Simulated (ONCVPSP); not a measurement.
# Before and after: ONCV potential for Pb (Z = 82)

ONCVPSP 4.0.1 input, shortened (lines: element, Z, core and valence counts, functional; n l f; lmax; l rc ep ncon nbas qcut; lloc lpopt rc5 dvloc0; l nproj debl; icmod fcfact rcfact), PBE, scalar-relativistic:

```
  Pb 82.00   13    2        4      upf
    1    0    2.00
    2    0    2.00
    2    1    6.00
    3    0    2.00
    3    1    6.00
    3    2   10.00
    4    0    2.00
    4    1    6.00
    4    2   10.00
    4    3   14.00
    5    0    2.00
    5    1    6.00
    5    2   10.00
    6    0    2.00
    6    1    1.00
    2
    0    2.15    0.00    4    9    2.70
    1    2.05    0.00    3    7    4.10
    2    2.30    0.23    3    6    4.70
    4    3    1.35   -1.00
    0    3    3.20
    1    1    1.40
    2    2    0.90
    0    0.00    0.00
```

Change: local potential polynomial inside 1.35 bohr (lpopt 3, dvloc0 -2.5 Ha).

Cutoffs: the cutoffs (Ha) at which the residual kinetic energy of the hardest occupied pseudo-wave falls to 1 and 0.1 mHa per electron; they do not see the model core or the augmentation charge, which bear on the density cutoff. Errors are all-electron minus pseudo energies relative to the spin-unpolarised reference configuration.

**Question.** What does the change do?

**Answer.** The potential gets neither clearly harder nor softer (31 Ha and 51 Ha → 31 Ha and 51 Ha); both files keep a bound ghost (d, p); the errors of the 3 common tests hardly move; the range in which the s phases agree widens (upper end 3.5 → at the end of the scan); the range in which the d phases agree narrows (upper end 3.8 → 2.3).

```csv
quantity,base,changed
"cutoff, loose",31 Ha,31 Ha
"cutoff, tight",51 Ha,51 Ha
bound ghosts,"p, d","p, d"
GHOST(+) flags under 300 eV,s at 95.4 eV,"s at 68.5 eV, d at 70.8 eV"
tests with a reliable result,3 of 4,3 of 4
"error for 6s2 6p2, meV [ΔE -6.58 eV]",+26,+27
"error for 6s2 6p0, meV [ΔE 13.44 eV]",+53,+53
"error for 6s0 6p4, meV [ΔE 11.26 eV]",+245,+246
s: phases at 2.19 bohr within 0.05 rad from the reference energy up to (Ha; the scan ends near 5),3.5,to the end of the scan
p: phases at 2.08 bohr within 0.05 rad from the reference energy up to (Ha; the scan ends near 5),2.6,2.0
d: phases at 2.33 bohr within 0.05 rad from the reference energy up to (Ha; the scan ends near 5),3.8,2.3
```

 A true bound ghost makes a file unfit for plane-wave use even where its test errors are small: the radial tests pick states by their node count and pass the ghost by.
